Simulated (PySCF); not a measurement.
## Vibration and rotation of CuH⁺

r²SCAN constants of CuH⁺, ²Σ⁺ (doublet), unpaired electrons σ ↑ (Cu def2-TZVPPD, H def2-TZVPPD; no relativity (PySCF 2.14); masses 62.9296 and 1.0078 u):

* ωe: 1795.0 cm⁻¹
* ωexe: 66.4 cm⁻¹
* Be: 7.7617 cm⁻¹
* αe: 0.352 cm⁻¹
* De to Cu⁺ (3d10) + H: 1.48 eV

Question: What force constant and bond length do these constants imply?

Answer: Reduced mass μred = 0.99194 u; k = 5.8918×10⁻⁷·μred·ωe² (u, cm⁻¹, mdyn/Å) = 1.88 mdyn/Å; Re = √(16.8576/(μred·Be)) (u, cm⁻¹, Å) = 1.480 Å.

Question: Estimate the centrifugal constant D from the Kratzer relation and find the Dunham coefficient a1.

Answer: D = 4Be³/ωe² = 0.000580 cm⁻¹; a1 = −1 − αeωe/(6Be²) = -2.75.

For an ion De counts to the pair picked by the measured ionisation energies or electron affinities, which need not be the lowest pair at this level. The state is the lowest single determinant that the PBE0 search found; with open d or f shells the true ground state can be another one.
